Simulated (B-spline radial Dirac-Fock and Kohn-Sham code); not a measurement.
## K-line shifts caused by a second vacancy in Rh⁺

System: rhodium as Rh⁺ in the configuration [Kr] 4d8.

These are calculated numbers from a radial atomic solver; the model is relaxed Dirac-Fock hole states (ΔSCF) with Breit and QED corrections and a finite nucleus. Each two-hole energy is an average over J within one jj subconfiguration, not an observable level; in light atoms, where LS coupling holds, the j-resolved values are not observed lines, and for a K spectator the Kα1 hypersatellite is nearly forbidden. No correlation.

Lines without a spectator: Kα2 (K-L2) 20071.9 eV, Kα1 (K-L3) 20214.4 eV, Kβ3 (K-M2) 22695.2 eV, Kβ1 (K-M3) 22720.4 eV. Shifts in eV with one spectator hole (a dash: not computed, or left out as unreliable):

```tsv
spectator hole	Kα2	Kα1	Kβ3	Kβ1
L2 (2p1/2)	+54.3	+68.0	–	+145.6
L3 (2p3/2)	+55.1	+54.6	+131.7	–
M2 (3p1/2)	–	+7.24	+16.35	+20.06
M3 (3p3/2)	+5.61	–	+17.43	+16.83
```

Q: Where does the K-L3 hypersatellite lie, emitted when both K electrons are missing?

A: +520.0 eV from the normal line, at 20734.4 eV. Removing both K electrons costs 47171.8 eV, which is 698.7 eV more than twice the K binding energy.

With n spectator holes in 2p, averaged over the 2p shell (energies in eV):

```
n     KαLⁿ   step  hypersatellite KαʰLⁿ
0  20166.8      –               20682.5
1  20225.1  +58.3               20742.2
2  20284.6  +59.5               20803.1
3  20345.3  +60.7               20865.2
4  20407.3  +61.9               20928.5
5  20470.4  +63.1               20993.0
```
